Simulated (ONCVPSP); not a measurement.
**lithium: excitation energies, all-electron against ONCV**

Li, optimised norm-conserving Vanderbilt (ONCV), made with ONCVPSP 4.0.1 (BLYP, scalar-relativistic). Core none, reference 1s2 2s1. Waves: 1s+2s: rc 0.90 bohr, ncon 4, nbas 8, qcut 11.6 1/bohr, 2 projectors; p scattering state at 0.08 Ha: rc 0.80 bohr, ncon 3, nbas 6, qcut 8.4 1/bohr, 2 projectors, debl 0.4 Ha. Local part: polynomial inside 0.70 bohr (lpopt 3, dvloc0 4 Ha). Core correction: none.

Energies are relative to the spin-unpolarised reference configuration 1s2 2s1; without spin polarisation the order of configurations can differ from experiment.

```csv
valence configuration,charge,ΔE all-electron (eV),error AE − PS (meV)
1s2 2s0,+1,5.322,+0.2
1s2 2s0.5,+0.5,2.009,0.0
1s1 2s1,+1,68.705,+463
```

What are ΔE and the potential's error for 1s2 2s0 2p1?

ΔE = 1.798 eV all-electron; the error (AE − PS) is +0.3 meV.
